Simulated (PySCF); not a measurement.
C2H3AlClF, SMILES C=[CH][Al]([F])[Cl]. Atoms are numbered in the order given.

```xyz
8

Al     0.5167     0.1575     0.0000
F      1.9415     1.0074     0.0000
Cl    -1.2577     1.2685     0.0000
C      0.4510    -1.7615     0.0000
C     -0.7308    -2.3982     0.0000
H      1.3620    -2.3742     0.0000
H     -0.8085    -3.4927     0.0000
H     -1.6832    -1.8542     0.0000
```
Charge 0, spin multiplicity 1.

The structure is a stationary point at PBE0-D3(BJ)/def2-SVP. The values are those of a single conformer.

Level of theory: PBE/def2-TZVP (PySCF).

Symmetry labels are those of the subgroup Cs that the program uses (full group Cs).

Computed valence orbital energies around the gap with their symmetry:
```tsv
orbital	symmetry	energy (eV)
HOMO−7	A'	-10.21
HOMO−6	A'	-9.80
HOMO−5	A"	-9.67
HOMO−4	A'	-9.35
HOMO−3	A"	-8.19
HOMO−2	A'	-7.99
HOMO−1	A'	-7.64
HOMO	A"	-7.42
LUMO	A"	-2.42
LUMO+1	A'	-1.29
LUMO+2	A"	-0.34
LUMO+3	A'	0.48
```
